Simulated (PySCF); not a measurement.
# Which functional comes closest?

Molecule: SMILES ClC(CCCC)=O, C$_{5}$H$_{9}$ClO.

Molfile (atoms numbered from 1):
```
C5H9ClO
     RDKit          3D

 16 15  0  0  0  0  0  0  0  0999 V2000
   -1.4151    0.7286    0.6453 C   0  0  0  0  0  0  0  0  0  0  0  0
   -0.0405    1.0773    1.1923 C   0  0  0  0  0  0  0  0  0  0  0  0
    1.0856    0.7738    0.2137 C   0  0  0  0  0  0  0  0  0  0  0  0
    2.4517    1.1406    0.7652 C   0  0  0  0  0  0  0  0  0  0  0  0
    3.5766    0.8549   -0.1837 C   0  0  0  0  0  0  0  0  0  0  0  0
    3.5068    0.3839   -1.2658 O   0  0  0  0  0  0  0  0  0  0  0  0
    5.1681    1.3228    0.5097 Cl  0  0  0  0  0  0  0  0  0  0  0  0
   -2.2093    0.9610    1.3703 H   0  0  0  0  0  0  0  0  0  0  0  0
   -1.4882   -0.3435    0.4027 H   0  0  0  0  0  0  0  0  0  0  0  0
   -1.6313    1.2898   -0.2778 H   0  0  0  0  0  0  0  0  0  0  0  0
    0.1360    0.5259    2.1329 H   0  0  0  0  0  0  0  0  0  0  0  0
   -0.0086    2.1475    1.4635 H   0  0  0  0  0  0  0  0  0  0  0  0
    1.0767   -0.2966   -0.0515 H   0  0  0  0  0  0  0  0  0  0  0  0
    0.9190    1.3149   -0.7328 H   0  0  0  0  0  0  0  0  0  0  0  0
    2.6762    0.6023    1.7024 H   0  0  0  0  0  0  0  0  0  0  0  0
    2.5168    2.2095    1.0318 H   0  0  0  0  0  0  0  0  0  0  0  0
  1  2  1  0
  2  3  1  0
  3  4  1  0
  4  5  1  0
  5  6  2  0
  5  7  1  0
  1  8  1  0
  1  9  1  0
  1 10  1  0
  2 11  1  0
  2 12  1  0
  3 13  1  0
  3 14  1  0
  4 15  1  0
  4 16  1  0
M  END
```

Geometry PBE0-D3(BJ)/def2-SVP throughout; GIAO in PySCF 2.14.0 with density-fitted response routines, gas phase, one conformer, non-relativistic; equivalent atoms averaged; basis pcSseg-1.

Reference values (measured; solution, not stated per compound (mostly CDCl3 or CCl4); Pretsch, Buehlmann, Badertscher, Structure Determination of Organic Compounds, 4th ed. (2009)): δ(H15/H16) = 2.88 ppm, δ(H13/H14) = 1.67 ppm, δ(H11/H12) = 1.40 ppm, δ(H8/H9/H10) = 0.93 ppm. Computed shifts are taken against TMS, calculated as an isolated molecule at each level.

How do the functionals BLYP, BP86, OPBE, KT2, PBE0, mPW1PW91 perform against the reference? Times are CPU seconds on 1 thread of an AMD EPYC 7R43 64-Core, shared host; the GGAs took longer than the global hybrids here, which isn't the general rule, and the cause wasn't traced.

Results:


```tsv
functional	kind	H15/H16	H13/H14	H11/H12	H8/H9/H10	mean abs. error H	core-s
BLYP	GGA	2.74	1.37	1.14	1.06	0.21	28
BP86	GGA	2.76	1.36	1.11	1.04	0.21	27
OPBE	GGA	2.74	1.37	1.11	1.02	0.20	28
KT2	GGA	2.72	1.34	1.12	1.04	0.22	32
PBE0	global hybrid	2.62	1.32	1.04	1.04	0.27	16
mPW1PW91	global hybrid	2.61	1.32	1.04	1.04	0.27	14
```

For ¹H the closest is OPBE (0.20 ppm, with BLYP, BP86, KT2 practically level) and the furthest mPW1PW91 (0.27 ppm). One molecule is a small sample, and vibrational and solvent effects are absent from the calculation.
